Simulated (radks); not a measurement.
Values are calculated unless marked as measured or tabulated.
All-electron atom: Sm- in [Xe] 4f7 6s2. Level of theory: scalar-relativistic Kohn-Sham, PBE, spin-polarised, spherical densities, finite nucleus; open shells are filled with parallel spins first (spin-orbit coupling, left out, can overturn this in heavy ions); Fermi nuclear charge, rms radius 5.0819 fm; hard spherical wall at 4 bohr (a radial shooting solver on a logarithmic mesh with Libxc functionals).

Normalised radial functions P(r) = r R(r), r in bohr:

| r | 5d down | 6s down |
|---|---|---|
| 0.002735 | 0.0000 | 0.0535 |
| 0.00359 | 0.0001 | 0.0641 |
| 0.004674 | 0.0001 | 0.0749 |
| 0.006135 | 0.0003 | 0.0855 |
| 0.008053 | 0.0006 | 0.0935 |
| 0.01057 | 0.0012 | 0.0960 |
| 0.01376 | 0.0024 | 0.0894 |
| 0.01807 | 0.0049 | 0.0688 |
| 0.02371 | 0.0097 | 0.0305 |
| 0.03113 | 0.0186 | -0.0253 |
| 0.04053 | 0.0336 | -0.0879 |
| 0.0532 | 0.0586 | -0.1406 |
| 0.06983 | 0.0949 | -0.1493 |
| 0.09166 | 0.1392 | -0.0844 |
| 0.1193 | 0.1773 | 0.0457 |
| 0.1567 | 0.1858 | 0.1845 |
| 0.2056 | 0.1318 | 0.2133 |
| 0.2699 | 0.0018 | 0.0559 |
| 0.3514 | -0.1627 | -0.1965 |
| 0.4613 | -0.2831 | -0.3257 |
| 0.6055 | -0.2581 | -0.1387 |
| 0.7948 | -0.0635 | 0.2587 |
| 1.035 | 0.2217 | 0.5216 |
| 1.358 | 0.5111 | 0.3971 |
| 1.783 | 0.7078 | -0.1146 |
| 2.34 | 0.7545 | -0.6899 |
| 3.047 | 0.5637 | -0.7947 |
| 4 | 0.0000 | 0.0000 |

5d down (empty): eigenvalue 19.943 eV, 2 radial nodes at r = 0.271, 0.847 bohr, <r> = 2.23 bohr, 90 % of the charge inside 3.08 bohr. 6s down: eigenvalue 23.813 eV, 5 radial nodes at r = 0.0278, 0.110, 0.287, 0.670, 1.69 bohr, <r> = 2.50 bohr, 90 % of the charge inside 3.33 bohr.
